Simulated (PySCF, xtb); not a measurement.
C₅H₄F₂O, SMILES C(=C)=COC=C(F)F. The values are those of a single conformer.

Harmonic wavenumbers (cm⁻¹) from GFN2-xTB run with xtb at its own minimum, in rising order: 30, 88, 149, 163, 266, 305, 318, 426, 434, 531, 560, 667, 807, 833, 880, 921, 982, 983, 1121, 1171, 1233, 1261, 1314, 1441, 1780, 2080, 3060, 3063, 3064, 3065.

What does PBE0-D3(BJ)/def2-SVP in PySCF give at its own minimum? (The exact figures need the calculation; the answer reports its results.)

29, 101, 135, 207, 288, 298, 377, 499, 589, 611, 632, 723, 810, 889, 924, 974, 1005, 1037, 1145, 1282, 1331, 1370, 1419, 1487, 1879, 2097, 3127, 3215, 3225, 3229. Paired by order, the mean absolute difference is 66 cm⁻¹ and the zero-point energies are 47.2 and 49.9 kcal/mol.
